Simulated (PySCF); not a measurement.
## How methods differ on the ionisation energy of Tc¹²⁺

Tc¹²⁺ [Ar] 3d10 4s2 4p1 [4p1/2^1, M_J = 1/2] → Tc¹³⁺ [Ar] 3d10 4s2, as a difference of total energies. Calculation: PySCF 2.14, in an even-tempered Gaussian basis (18 s from 0.5 bohr⁻², ratio 2.8; 14 p from 0.65 bohr⁻², ratio 2.8; 9 d from 1.1 bohr⁻², ratio 2.8; 4 f from 3.8 bohr⁻², ratio 3); the two-component X2C-1e Hamiltonian. Correlated levels: [Ne] frozen; the 82 highest virtual spinors dropped. "Screened" scales the spin-orbit matrix elements by Boettger's factors to mimic the two-electron term; Breit and QED terms are absent.

| method | ionisation energy (eV) |
| --- | --- |
| GHF (screened spin-orbit) | 261.66 |
| GMP2 (screened spin-orbit) | 262.34 |

**Question.** How much does correlation contribute at GMP2 (screened spin-orbit)?

**Answer.** 262.34 − (261.66) = 0.68 eV, measured against GHF (screened spin-orbit).

For comparison: 262.08 ± 0.12 eV (semi-empirical (NIST evaluation); NIST Atomic Spectra Database, ionization energies).
